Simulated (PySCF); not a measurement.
Cartesian coordinates in Å; atom numbers follow the order of the lines, from 1:
```xyz
18

C    -2.3706    0.3595    0.7776
C    -1.1571    0.0921   -0.0982
C     0.0903    0.8468    0.3518
C     1.3055    0.5609   -0.5029
C     2.0093   -0.7990   -0.3454
Si    3.0578    0.6647    0.1340
H    -2.1830    0.0598    1.8215
H    -3.2556   -0.1934    0.4275
H    -2.6300    1.4306    0.7865
H    -1.3826    0.3648   -1.1444
H    -0.9368   -0.9895   -0.1125
H     0.3076    0.5892    1.4050
H    -0.1150    1.9316    0.3492
H     1.1802    0.8673   -1.5510
H     1.6311   -1.4414    0.4593
H     2.2376   -1.3592   -1.2586
H     4.1464    1.1128   -0.7706
H     3.2823    0.9312    1.5777
```

Geometry: PBE0-D3(BJ)/def2-SVP; GIAO absolute shieldings from PySCF 2.14, gas phase, non-relativistic, averaged over equivalent atoms.

At PBE0/pcSseg-1 (169 basis functions, 65 s wall time (58 s CPU) on 1 thread of an Intel Xeon, shared host):
| atoms | σ (ppm) |
| --- | --- |
| C3 | 146.0 |
| C2 | 157.1 |
| C1 | 167.9 |
| C4 | 175.7 |
| C5 | 185.5 |
| Si6 | 487.8 |
| H17 | 28.58 |
| H18 | 28.81 |
| H13 | 29.39 |
| H11 | 29.70 |
| H10 | 30.05 |
| H7/H8/H9 | 30.30 |
| H14 | 30.48 |
| H16 | 30.55 |
| H12 | 30.77 |
| H15 | 31.12 |

Estimate the result of repeating the calculation with KT3/pcSseg-1.

Answers


```json
{"atoms": "C3", "σ at KT3/pcSseg-1": "142.3", "change": "-3.7"}
{"atoms": "C2", "σ at KT3/pcSseg-1": "153.0", "change": "-4.1"}
{"atoms": "C1", "σ at KT3/pcSseg-1": "164.8", "change": "-3.1"}
{"atoms": "C4", "σ at KT3/pcSseg-1": "171.5", "change": "-4.2"}
{"atoms": "C5", "σ at KT3/pcSseg-1": "181.8", "change": "-3.7"}
{"atoms": "Si6", "σ at KT3/pcSseg-1": "498.0", "change": "+10.2"}
{"atoms": "H17", "σ at KT3/pcSseg-1": "28.78", "change": "+0.20"}
{"atoms": "H18", "σ at KT3/pcSseg-1": "29.04", "change": "+0.23"}
{"atoms": "H13", "σ at KT3/pcSseg-1": "29.34", "change": "-0.05"}
{"atoms": "H11", "σ at KT3/pcSseg-1": "29.67", "change": "-0.03"}
{"atoms": "H10", "σ at KT3/pcSseg-1": "30.06", "change": "+0.01"}
{"atoms": "H7/H8/H9", "σ at KT3/pcSseg-1": "30.33", "change": "+0.03"}
{"atoms": "H14", "σ at KT3/pcSseg-1": "30.43", "change": "-0.05"}
{"atoms": "H16", "σ at KT3/pcSseg-1": "30.55", "change": "+0.00"}
{"atoms": "H12", "σ at KT3/pcSseg-1": "30.74", "change": "-0.03"}
{"atoms": "H15", "σ at KT3/pcSseg-1": "31.11", "change": "-0.01"}
```

The largest change is at Si6 (silicon bonded to 2 C, 2 H, in a 3-membered ring). Cost: 169 basis functions, 88 s wall time on 1 thread of an Intel Xeon, shared host. The order of the carbon signals is the same at both levels.
